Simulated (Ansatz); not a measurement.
Geometry optimisation, RKS PBE0-D4/STO-3G (Ansatz).

Input:

```yaml
crystal:
  periodic: [false, false, false]
  atoms:
    - { symbol: Si, position_ang: [0.0, 0.0, 0.0] }
    - { symbol: C, position_ang: [0.0, 0.0, 1.87] }
    - { symbol: H, position_ang: [-0.9996, -0.3092, 2.2405] }
    - { symbol: H, position_ang: [0.7676, -0.7111, 2.2405] }
    - { symbol: H, position_ang: [0.232, 1.0203, 2.2405] }
    - { symbol: O, position_ang: [1.5842, 0.0, -0.5594] }
    - { symbol: Si, position_ang: [2.4906, -1.3762, -0.8866] }
    - { symbol: H, position_ang: [1.6598, -2.3521, -1.5857] }
    - { symbol: H, position_ang: [3.6318, -1.0202, -1.7249] }
    - { symbol: H, position_ang: [2.9691, -1.9538, 0.366] }
    - { symbol: H, position_ang: [-0.6877, 1.1914, -0.4862] }
    - { symbol: O, position_ang: [-0.7913, -1.3709, -0.5594] }
    - { symbol: Si, position_ang: [-1.673, -2.4329, 0.3983] }
    - { symbol: H, position_ang: [-1.2634, -2.287, 1.792] }
    - { symbol: H, position_ang: [-3.0964, -2.1323, 0.2761] }
    - { symbol: H, position_ang: [-1.4264, -3.8036, -0.0398] }
basis:
  gaussian: { orbitals: STO-3G }
hamiltonian:
  xc: pbe0
  dispersion: d4
relax:
  f_tol: 0.02
  max_steps: 40
```

Command:

```bash
$ ansatz run input.yaml --threads 1 --pin off --max-ram 2048MiB --backend cpu --events-out ev --progress --plain --runs-dir out
```

**Question.** Where does it end, and by what steps?

**Answer.** It converged. The force dipped under the threshold on the way, but the program's further checks kept it going. Limits of this set-up: minimal basis. After 21 steps the energy has fallen by 0.328 eV; O12 moved furthest, 0.76 Å.

| step | energy less start (eV) | largest force component (eV/Å) | accepted |
| --- | --- | --- | --- |
| 0 | 0.0000 | 0.794 | yes |
| 1 | -0.1881 | 0.329 | yes |
| 2 | -0.2098 | 0.152 | yes |
| 3 | -0.2498 | 0.194 | yes |
| 4 | -0.2819 | 0.086 | yes |
| 5 | -0.2899 | 0.386 | yes |
| 6 | -0.3188 | 0.105 | yes |
| 7 | -0.3188 | 0.296 | no |
| 8 | -0.3219 | 0.018 | yes |
| 9 | -0.3236 | 0.094 | yes |
| 10 | -0.3243 | 0.023 | yes |
| 11 | -0.3249 | 0.021 | yes |
| 12 | -0.3258 | 0.046 | yes |
| 13 | -0.3261 | 0.121 | yes |
| 14 | -0.3267 | 0.052 | yes |
| 15 | -0.3272 | 0.013 | yes |
| 16 | -0.3275 | 0.010 | yes |
| 17 | -0.3271 | 0.133 | no |
| 18 | -0.3278 | 0.035 | yes |
| 19 | -0.3279 | 0.049 | yes |
| 20 | -0.3280 | 0.033 | yes |
| 21 | -0.3280 | 0.008 | yes |

```xyz
16
Properties=species:S:1:pos:R:3
Si -0.021 -0.240 0.098
C 0.229 0.095 1.925
H -0.706 -0.015 2.482
H 0.963 -0.585 2.368
H 0.587 1.117 2.081
O 1.380 0.062 -0.782
Si 2.458 -1.238 -0.950
H 2.029 -2.191 -1.952
H 3.709 -0.658 -1.383
H 2.685 -1.951 0.292
H -1.057 0.645 -0.401
O -0.355 -1.867 -0.192
Si -1.807 -2.520 0.378
H -1.871 -2.521 1.826
H -2.958 -1.788 -0.113
H -1.868 -3.882 -0.096
```

Whether the end is a true minimum wasn't checked by a vibrational analysis.

The run took 57 s on 1 thread of Intel(R) Xeon(R) 6975P-C (Granite Rapids), with other jobs on the host, peak memory 0.16 GiB.
